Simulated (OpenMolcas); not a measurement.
Ce3+: moving or changing the point charges

Ce3+ among 12 point charges of -1.5 e arranged as a cuboctahedron (Oh), 2.47 Å from the ion.

- Program: OpenMolcas 26.06
- Method: SS-CASPT2, IPEA 0.25 Eh, imaginary shift 0.1 Eh (closed shells correlated: 5s 5p)
- Basis: ANO-RCC-VDZP [7s6p4d2f1g]
- Scalar Hamiltonian: DKH2, point nucleus
- Active space: 1 electron in 7 orbitals (4f)
- State averaging: 2S+1 = 2 odd, 7 roots
- Spin-orbit coupling: state interaction with AMFI integrals over the reference wave functions

Runs around this geometry, states (labels of O, the rotations of Oh). Energies in cm-1 above the lowest state or level, χT in cm3 K/mol; under a threefold ground state the first gap can be a small split of the lowest multiplet, not the spin-orbit step.

| R (Å) | Ground state | First state of that spin | First gap with spin-orbit (degeneracies) | Width of lowest J | χT at 300 K |
| --- | --- | --- | --- | --- | --- |
| 2.47 | 2T1 | 2T2 710 | 510 (4, 2) | 509 | 0.681 |
| 2.71 | 2T1 | 2T2 430 | 330 (4, 2) | 328 | 0.745 |
| 2.87 | 2T1 | 2T2 300 | 270 (4, 2) | 268 | 0.767 |

Taking the width of the lowest J multiplet as R^-n, n = -ln(268 / 509) / ln(2.87 / 2.47) = 4.3 between the shortest and longest distance.

Roots that are degenerate in the reference are averaged as groups; the widest CASPT2 spread within a group is 50 cm-1 (the 3-fold group of multiplicity 2 near 0 cm-1 above the lowest state of its run, R = 2.71). Shifts and gaps below about the spread of the groups concerned are not significant. Point charges carry no covalency, so the field is a model and not that of real ligands. No measured value stands beside these numbers.
